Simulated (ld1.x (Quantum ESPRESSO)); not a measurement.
Transferability test, TM semilocal potential for fluorine

```
Element                 : F
Generator               : ld1.x (Quantum ESPRESSO) 7.5
Type                    : norm-conserving Troullier–Martins (semilocal form)
Functional              : LDA (PZ)
Relativity              : scalar-relativistic
Frozen core             : [He]
Valence charge          : 7
Reference configuration : 2s2 2p5
Partial waves           : 2s (bound): rc 0.50 bohr; 2p (bound): rc 1.55 bohr; 3d channel at 0.4 Ry: rc 1.60 bohr
Local potential         : the d channel
Core correction         : Bessel-smoothed model core, default radius (core density twice the valence density)
```

Energies are relative to the spin-unpolarised reference configuration 2s2 2p5; without spin polarisation the order of configurations can differ from experiment. Spin-polarised rows fill each open shell by Hund’s rule, majority spin first.

```
   valence configuration  charge  ΔE all-electron (eV)  error AE − PS (meV)
                 2s2 2p4      +1                19.555                 -2.8
                 2s2 2p3      +2                58.067                 +155
               2s2 2p4.5    +0.5                 7.630                 -3.8
                 2s2 2p1      +4               204.666                +3091
               2s2 2p5.3    -0.3                -2.726                 -1.5
2s2 2p5 (spin-polarised)       0                -0.379                 -0.5
2s2 2p4 (spin-polarised)      +1                17.723                  -19
```

Question: What are ΔE and the potential's error for 2s1 2p6?

Answer: ΔE = 18.390 eV all-electron; the error (AE − PS) is +23 meV.

Question: What are ΔE and the potential's error for 2s2 2p2?

Answer: ΔE = 118.799 eV all-electron; the error (AE − PS) is +940 meV.
